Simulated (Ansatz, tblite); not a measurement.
Forces on Cr2O at its PBE-D4/def2-TZVP geometry. Charge 0, multiplicity 1.

The xTB rows come from tblite. At PBE-D4/def2-TZVP the restricted singlet is unstable: a solution with broken spin symmetry lies lower. The geometry of the singlet was relaxed on an unsound state (restricted singlet, unstable towards broken spin symmetry). At PBE0-D4/def2-TZVP a triplet of charge 0 lies 2.05 eV below the restricted singlet, each at its own geometry. That triplet is doubtful there (⟨S²⟩ 3.57, where a pure state has 2.00). The structure comes from a short search, and lower isomers may exist.

GFN1-xTB (tblite), largest force 88.69 eV/Å:

```xyz
3
positions Å, forces eV/Å
Cr   -0.921    0.254    0.126  -70.243   36.342  -40.131
Cr    0.419   -0.427    0.854   71.806  -35.882   37.314
O     0.502    0.173   -0.979   -1.563   -0.460    2.817
```

GFN2-xTB (tblite), largest force 74.19 eV/Å:

```
Cr -59.719 29.969 -31.403
Cr 58.865 -30.381 33.413
O 0.854 0.412 -2.010
```

PBE-D4/def2-TZVP (Ansatz), largest force 0.00 eV/Å:

```
Cr -0.001 0.000 0.001
Cr 0.000 0.001 -0.002
O 0.001 -0.001 0.000
```
